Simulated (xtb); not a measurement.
A geometry relaxed with GFN2-xTB in xtb, charge 0, multiplicity 1:

```xyz
11

H     -1.9116    -0.0264    -1.0540
H     -2.2527     0.9586     0.3809
H     -2.2946    -0.7923     0.4992
C      0.6871    -0.0486    -0.4582
B      2.1597    -0.0518    -0.0252
C     -1.7801     0.0432     0.0234
H      2.4314     0.0114     1.1117
H      0.4304    -0.1134    -1.5120
H     -0.1424     0.1015     1.4607
H      3.0128    -0.1160    -0.8239
C     -0.3400     0.0338     0.3975
```

**Question.** Write the SMILES of this molecule.

**Answer.** `B/C=C/C`
